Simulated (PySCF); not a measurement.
Compound: 4-ethynylpyridine, C₇H₅N.
Numbering: `[CH:1]#[C:2][c:3]1[cH:4][cH:5][n:6][cH:7][cH:8]1` (hydrogens: H9 on C1; H10 on C4; H11 on C5; H12 on C7; H13 on C8)

The same species was optimised twice, with GFN2-xTB and with PBE0-D3(BJ)/def2-SVP (PySCF), and the same property calculations (PySCF, gas phase) were run on both structures.

```csv
coordinate,GFN2-xTB,PBE0-D3(BJ)/def2-SVP,change
C2–C3 (Å),1.416,1.428,+0.012
C1≡C2 (Å),1.200,1.213,+0.013
C7–C8 (Å),1.384,1.392,+0.008
C4–C5 (Å),1.384,1.392,+0.008
N6–C7 (Å),1.323,1.331,+0.008
C5–N6 (Å),1.323,1.331,+0.008
C3–C4 (Å),1.396,1.403,+0.007
C3–C8 (Å),1.396,1.403,+0.007
C4–C3–C8 (°),118.3,117.7,-0.6
C5–N6–C7 (°),118.0,117.5,-0.5
C2–C3–C8 (°),120.8,121.2,+0.4
C3–C4–C5 (°),118.2,118.6,+0.4
C3–C8–C7 (°),118.2,118.6,+0.4
C2–C3–C4 (°),120.9,121.1,+0.2
N6–C7–C8 (°),123.7,123.8,+0.1
C4–C5–N6 (°),123.7,123.8,+0.1
```

Rotational constants: A = 6092, B = 1553, C = 1237 MHz (GFN2-xTB) against A = 6040, B = 1525, C = 1217 MHz (PBE0-D3(BJ)/def2-SVP). Point groups within 0.08 Å: C2v and C2v.

On the GFN2-xTB structure: lowest singlet, TDDFT (eV) 4.35 [B3LYP/def2-SVPD]; lowest triplet, Tamm–Dancoff (eV) 3.71 [B3LYP/def2-SVPD]; isotropic polarisability (au) 87.3 [B3LYP/def2-SVPD]; HOMO (eV) -7.32 [B3LYP/def2-SVPD]; LUMO (eV) -1.80 [B3LYP/def2-SVPD]; dipole (D) 1.96 [B3LYP/def2-SVPD]; HOMO (eV) -7.59 [PBE0/pcSseg-1]; LUMO (eV) -1.59 [PBE0/pcSseg-1]; dipole (D) 1.97 [PBE0/pcSseg-1]; GIAO shielding of C1 (ppm) 94.7 [PBE0/pcSseg-1]; GIAO shielding of C2 (ppm) 99.5 [PBE0/pcSseg-1]; GIAO shielding of C3 (ppm) 52.3 [PBE0/pcSseg-1]; GIAO shielding of C4/C8 (mean) (ppm) 54.7 [PBE0/pcSseg-1]; GIAO shielding of C5/C7 (mean) (ppm) 31.0 [PBE0/pcSseg-1]; GIAO shielding of N6 (ppm) -96.0 [PBE0/pcSseg-1].

Task: What do these properties become on the PBE0-D3(BJ)/def2-SVP structure?

Result: 
| property | level | on GFN2-xTB | on PBE0-D3(BJ)/def2-SVP | change |
| --- | --- | --- | --- | --- |
| lowest singlet, TDDFT (eV) | B3LYP/def2-SVPD | 4.35 | 4.35 | 0.00 |
| lowest triplet, Tamm–Dancoff (eV) | B3LYP/def2-SVPD | 3.71 | 3.64 | -0.07 |
| isotropic polarisability (au) | B3LYP/def2-SVPD | 87.3 | 89.0 | +1.7 |
| HOMO (eV) | B3LYP/def2-SVPD | -7.32 | -7.36 | -0.04 |
| LUMO (eV) | B3LYP/def2-SVPD | -1.80 | -1.85 | -0.05 |
| dipole (D) | B3LYP/def2-SVPD | 1.96 | 2.01 | +0.05 |
| energy, GFN2-xTB geometry as zero (kcal/mol) | B3LYP/def2-SVPD | 0.0 | -1.3 | -1.3 |
| HOMO (eV) | PBE0/pcSseg-1 | -7.59 | -7.64 | -0.05 |
| LUMO (eV) | PBE0/pcSseg-1 | -1.59 | -1.65 | -0.06 |
| dipole (D) | PBE0/pcSseg-1 | 1.97 | 2.02 | +0.05 |
| energy, GFN2-xTB geometry as zero (kcal/mol) | PBE0/pcSseg-1 | 0.0 | -0.2 | -0.2 |
| GIAO shielding of C1 (ppm) | PBE0/pcSseg-1 | 94.7 | 92.8 | -1.9 |
| GIAO shielding of C2 (ppm) | PBE0/pcSseg-1 | 99.5 | 99.0 | -0.5 |
| GIAO shielding of C3 (ppm) | PBE0/pcSseg-1 | 52.3 | 50.0 | -2.3 |
| GIAO shielding of C4/C8 (mean) (ppm) | PBE0/pcSseg-1 | 54.7 | 52.2 | -2.5 |
| GIAO shielding of C5/C7 (mean) (ppm) | PBE0/pcSseg-1 | 31.0 | 28.8 | -2.2 |
| GIAO shielding of N6 (ppm) | PBE0/pcSseg-1 | -96.0 | -99.7 | -3.7 |

The heavy atoms differ by 0.016 Å rms after alignment. Among bonds between heavy atoms C1≡C2 and C2–C3 change most and about equally (+0.012 to +0.013 Å). Changes are differences of the printed values. Neither structure is proved a minimum here.
